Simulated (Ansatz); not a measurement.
A structure drawn as `[OH][GeH]([F])[S][SiH3]`, with this starting geometry:

Cartesian coordinates in Å:
```
O -0.7681 -1.9535 0.0349
Ge -1.1208 -0.4636 0.8311
F -2.0933 -0.8183 2.2196
S 0.7023 0.5595 1.4913
Si 1.3920 0.9280 -0.5292
H -0.6979 -1.7502 -0.9841
H -1.9212 0.4986 -0.1199
H 1.5365 -0.3300 -1.2596
H 2.6221 1.6189 -0.4914
H 0.3484 1.7106 -1.1927
```

Charge 0, multiplicity 1.

(1) Does it keep its bonds when Ansatz relaxes it at PBE-D4/def2-SVP and then PBE0-D4/def2-TZVP?

(2) Give the relaxed structure. (Best estimate.)

Atoms count as bonded under 1.1 times the sum of their covalent radii (H–H under 0.85 Å, pairs among N, O and F under 1.55 Å), and a drawn bond as lost past 1.3 times.

Results:

(1) Yes, every drawn bond is still there and no new one forms.

(2) Ansatz gave: 
Z-matrix (Å, degrees):
```
Ge
F 1 1.739
S 1 2.184 2 111.1
O 1 1.764 2 104.1 3 116.1
H 1 1.529 2 106.5 3 -123.1
Si 3 2.154 1 98.1 2 84.7
H 4 0.962 1 111.8 2 18.8
H 6 1.482 3 110.8 1 -47.4
H 6 1.483 3 103.7 1 -165.5
H 6 1.480 3 111.5 1 76.4
```
No frequency check was run.
